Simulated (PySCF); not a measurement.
# Stretching GaC

Set-up: basis Ga cc-pVDZ-PP with ECP10, C cc-pVDZ; scalar-relativistic core potentials; PySCF 2.14. Energies in eV from Ga + C in their ground configurations at the same level. State: ⁴Σ⁻ (quartet), unpaired electrons σ ↑, π ↑↑.

All columns are PBE0. A positive dipole means Ga(−)C(+).

```
R (Å)  E (eV)  μ (D)  Mulliken charge on Ga (basis-dependent)  HOMO (eV)  LUMO (eV)  Mayer bond order  ⟨S²⟩
1.739  -2.566  -1.28                                     0.18      -6.36      -2.94              1.65  3.75
1.820  -2.921  -1.46                                     0.20      -6.39      -2.77              1.55  3.75
1.901  -3.114  -1.68                                     0.23      -6.41      -2.62              1.46  3.75
1.961  -3.182  -1.87                                     0.25      -6.42      -2.52              1.39  3.75
2.022  -3.200  -2.07                                     0.27      -6.41      -2.43              1.34  3.75
2.083  -3.179  -2.28                                     0.29      -6.39      -2.35              1.29  3.75
2.163  -3.108  -2.58                                     0.31      -6.36      -2.27              1.23  3.75
2.265  -2.970  -2.96                                     0.34      -6.23      -2.19              1.16  3.75
2.386  -2.759  -3.41                                     0.36      -5.97      -2.15              1.10  3.75
2.548  -2.444  -3.99                                     0.38      -5.67      -2.15              1.04  3.75
```

A fit through these points gives, at Re = 2.018 Å, μ = -2.05 D and dμ/dR = -3.41 D/Å; the reduced mass is 10.22 u.

Problem. How strong is the fundamental in the double-harmonic approximation, I = 42.26·(dμ/dR)²/μred km/mol?

Solution. I = 42.26·(-3.41)²/10.22 = 48.1 km/mol at PBE0.

Spin–orbit coupling is left out. The state was picked by a PBE0 search and need not be the measured ground state.
